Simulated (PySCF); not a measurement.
# One molecule, several mistakes: BCH6Si2 cation

Calculated results; nothing here was measured. They come from PySCF 2.14.0, an open-source quantum chemistry program, on an isolated molecule that a program drew, which may never have been made. The molecule is BCH6Si2 cation (charge +1, singlet), drawn as the SMILES string `[BH+]C(=[SiH2])[SiH3]`.

Each row is a Hartree-Fock (HF) and frozen-core CCSD(T) single point in the cc-pV(D+d)Z basis, meant for a local HF minimum. Run 1 is clean. Each other run has one planted mistake out of seven kinds, and not every kind appears here: one electron removed, one electron added, multiplicity raised by two, geometry at a saddle point, minimal basis STO-3G, one bond length entered in bohr, all coordinates scaled. The reference is restricted for singlets and unrestricted otherwise, and also for a bond in bohr. Adding or removing an electron swaps singlet and doublet. Electrons count all cores. HOMO and LUMO are orbital energies over both spins, the gradient is its largest component, and the lowest frequency (negative if imaginary) is given only where the gradient is small. Bond lengths are over the 9 bonds as drawn. T1 is the CCSD diagnostic: over 0.02 (restricted) or 0.045 (unrestricted) a single reference is doubtful.

Geometry of the clean run:
```xyz
10
BCH6Si2 cation, angstrom
B     0.2305    0.1737    0.9377
C    -0.5658    0.8897    0.0311
Si   -1.3521   -0.0211   -1.2255
Si   -0.7196    2.8077    0.2593
H     0.8978   -0.4182    1.6997
H    -2.2058    0.6277   -2.2195
H    -1.1967   -1.4714   -1.3458
H    -2.1457    3.1033    0.4644
H     0.0913    3.1550    1.4367
H    -0.2037    3.4300   -0.9694
```

| run | electrons | basis functions | <S^2> | HOMO (eV) | LUMO (eV) | gradient (hartree/bohr) | lowest frequency (cm^-1) | mean bond (Å) | longest bond (Å) | T1 | HF (hartree) | CCSD(T) (hartree) | mistake |
|---|---|---|---|---|---|---|---|---|---|---|---|---|---|
| 1 | 44 | 104 | 0.000 | -15.32 | -4.56 | 1.9e-05 | 47 | 1.5102 | 1.938 | 0.0148 | -643.62129 | -644.07428 | no fault |
| 2 | 45 | 104 | 0.848 | -6.20 | 1.98 | 3.5e-02 | - | 1.5102 | 1.938 | 0.0227 | -643.81857 | -644.29005 | one electron added |
| 3 | 44 | 104 | 0.000 | -15.10 | -4.58 | 1.1e-02 | - | 1.5389 | 1.974 | 0.0154 | -643.61796 | -644.07381 | all coordinates scaled |
| 4 | 44 | 34 | 0.000 | -13.43 | -1.61 | 2.5e-02 | - | 1.5102 | 1.938 | 0.0147 | -636.23301 | -636.47167 | minimal basis STO-3G |
| 5 | 43 | 104 | 0.757 | -22.12 | -12.85 | 6.2e-02 | - | 1.5102 | 1.938 | 0.0356 | -643.10828 | -643.51692 | ? |

**Which mistake was planted in run 5, and what did it cost?**

It counts 43 electrons, one fewer than the clean run, at the same geometry and basis. So the mistake is: one electron removed. Subtracting run 1 and multiplying by 627.51 kcal/mol a hartree, the energy moved by 321.9 kcal/mol in HF and 349.7 kcal/mol in CCSD(T).

